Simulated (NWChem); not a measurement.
System: arsenic trifluoride (AsF3); SMILES F[As](F)F

The following NWChem deck was run.

```
start job
memory heap 200 mb stack 900 mb global 1100 mb
geometry units angstroms noautosym nocenter noautoz
  F     -1.456566    -0.393192    -0.504979
  As     0.000000     0.000000     0.383902
  F      1.068797    -1.064827    -0.504979
  F      0.387769     1.458019    -0.504979
end
basis spherical
  * library aug-cc-pvdz
end
dft
  xc b3lyp
  iterations 150
end
property
  response 1 0.0773
end
task dft property
```

Structure relaxed at the PBE-D3(BJ)/def2-SVP level.

Field at 589 nm.

Problem. What results follow from this input? (B3LYP/aug-cc-pVDZ.) Quantities: isotropic polarisability (bohr³); anisotropy (bohr³).

Solution. 
| Quantity | Value |
|---|---|
| isotropic polarisability (bohr³) | 31.1 |
| anisotropy (bohr³) | 4.1 |
